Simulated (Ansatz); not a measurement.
`BOBF` + `C=N` → `C=NBF` + `BO` at 700 K and 1 bar (ligand exchange at a B–O bond).

Isolated molecules relaxed with PBE0-D4/def2-TZVP in Ansatz; ΔE leaves out vibrations. CBS: MP2 limit from def2 TZ/QZ plus the TZ coupled-cluster correction, frozen cores. This one scheme is used for every species. One conformer a species, not always the lowest.

| species | CCSD(T)/CBS energy (Eh) | H − E (kJ/mol) | S (J/(mol·K)) |
| --- | --- | --- | --- |
| `BOBF` | -226.48924 | 161.9 | 366.9 |
| `C=N` | -94.52360 | 135.6 | 268.6 |
| `C=NBF` | -219.19469 | 171.5 | 365.2 |
| `BO` | -101.80414 | 126.4 | 277.4 |

H − E and S are ideal-gas, rigid-rotor, harmonic terms from PBE0-D4/def2-TZVP, for one conformer and one mirror image of each species. 1 Eh = 2625.50 kJ/mol, R = 8.31446 J/(mol·K).

Problem. By hand: ΔE, ΔH, ΔS and ΔG.

Solution. ΔE = (-219.19469) + (-101.80414) − (-226.48924) − (-94.52360) = 0.01401 Eh = 36.8 kJ/mol. Δ(H − E) = 171.5 + 126.4 − 161.9 − 135.6 = 0.4, so ΔH = 37.2 kJ/mol. ΔS = 365.2 + 277.4 − 366.9 − 268.6 = 7.1 J/(mol·K). ΔG = 37.2 − 700 × (7.1)/1000 = 32.2 kJ/mol.

Problem. By hand: the equilibrium constant, and the temperature at which ΔG would vanish if ΔH and ΔS stayed fixed.

Solution. log₁₀ K = −ΔG/(RT ln 10) = -2.4. ΔG = 0 at ΔH/ΔS = 5239 K, far beyond where these terms or the molecules hold.

The number of gas molecules stays the same, so ΔS is small and ΔH decides. A doubt of 5 kJ/mol in ΔE shifts log₁₀ K by 0.4 here. Other conformers and mirror images would add mixing entropy, several J/(mol·K) or more a flexible species. These are equilibria of isolated gas molecules and say nothing of rates. Largest T1 diagnostic: 0.014 (customary marks: 0.02 for closed shells, 0.045 for open ones).
